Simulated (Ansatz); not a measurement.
Isolated molecules relaxed with PBE0-D4/def2-TZVP in Ansatz; ΔE leaves out vibrations. CCSD(T)/CBS is the MP2 limit (def2-TZVPP, def2-QZVPP) plus CCSD(T) − MP2 in def2-TZVPP, frozen cores. DFT in def2-TZVPP. B3LYP here is the variant with VWN-RPA as its local correlation; programs differ in this. For Zn outer-core shells are correlated without core-valence functions, which leaves a few kJ/mol of doubt a bond. Scalar relativity is left out up to krypton. One conformer a species, not always the lowest.

Consider the formal exchange of groups at a B–C bond: `BCC1CO1` + `[F][Zn][CH2]Cl` → `B[CH](Cl)[Zn][F]` + `CC1CO1`.

```
             level  ΔE (kcal/mol)  difference from CCSD(T)/CBS
            PBE-D4          -13.4                         -2.1
         r2SCAN-D4          -13.0                         -1.7
           PBE0-D4          -12.2                         -0.9
          B3LYP-D4          -10.9                          0.4
           ωB97X-V           -9.7                          1.6
           ωB97M-V          -10.9                          0.4
            B2PLYP          -10.8                          0.5
               PBE          -13.1                         -1.8
            r2SCAN          -12.9                         -1.6
              PBE0          -12.0                         -0.7
             B3LYP          -10.3                          1.0
     HF/def2-TZVPP           -6.1                          5.2
    MP2/def2-TZVPP          -12.1                         -0.8
SCS-MP2/def2-TZVPP          -10.9                          0.4
   CCSD/def2-TZVPP          -10.4                          0.9
CCSD(T)/def2-TZVPP          -11.8                         -0.5
     HF/def2-QZVPP           -6.2                          5.1
    MP2/def2-QZVPP          -11.9                         -0.6
SCS-MP2/def2-QZVPP          -10.6                          0.7
      HF/CBS(def2)           -6.2                          5.1
     MP2/CBS(def2)          -11.7                         -0.4
    CCSD/CBS(def2)          -10.0                          1.3
       CCSD(T)/CBS          -11.3                            0
```

Largest T1 diagnostic among the species: 0.015.

In def2-TZVPP, CCSD(T) changes the Hartree–Fock value by −5.7 kcal/mol (the triples alone add −1.3 kcal/mol) and MP2 by −6.0 kcal/mol. From PBE to PBE0 (25 % exact exchange), in def2-TZVPP and without D4, ΔE moves by +1.1 kcal/mol.
